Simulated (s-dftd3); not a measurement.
ketene (C2H2O), singlet, geometry from GFN2-xTB; s-dftd3 with D3(bj) for wb97x.

Here is a job for s-dftd3.
```
$ s-dftd3 mol.xyz --bj wb97x --json dftd3.json --noedisp --grad

# file mol.xyz
5

C     -0.01148162     0.02136311    -1.19190098
C      0.00092956    -0.00172957     0.09649676
H      0.00249612     0.94826436    -1.73006124
H     -0.03614064    -0.88566416    -1.76255958
O      0.01211961    -0.02255018     1.25813077
```

It wrote (shortened):

```
-----------------------------------
 s i m p l e   D F T - D 3  v1.4.0
-----------------------------------

Rational (Becke-Johnson) damping: wb97x-D3(BJ)
---------------------
  s6         1.0000
  s8         0.2641
  s9         0.0000
  a1         0.0000
  a2         5.4959
 alp        14.0000
--------------------

Dispersion energy:      -4.4317953990703E-03 Eh

Gradient norm:           4.3630438307023E-04 Eh/a0
--------------------------------------------------
     #    Z           dE/dx      dE/dy      dE/dz
--------------------------------------------------
     1    6 C    -2.103E-06  3.912E-06 -2.183E-04
     2    6 C     1.079E-06 -2.007E-06  1.120E-04
     3    1 H     1.481E-08  5.146E-05 -1.059E-04
     4    1 H    -2.073E-06 -4.763E-05 -1.077E-04
     5    8 O     3.082E-06 -5.734E-06  3.199E-04
--------------------------------------------------

Virial:
--------------------------------------------------
      component           x          y          z
--------------------------------------------------
          x       2.597E-07  3.276E-06  1.912E-05
          y       3.276E-06  1.723E-04 -3.241E-05
          z       1.912E-05 -3.241E-05  1.978E-03
--------------------------------------------------

[Info] JSON dump of results written to 'dftd3.json'
```
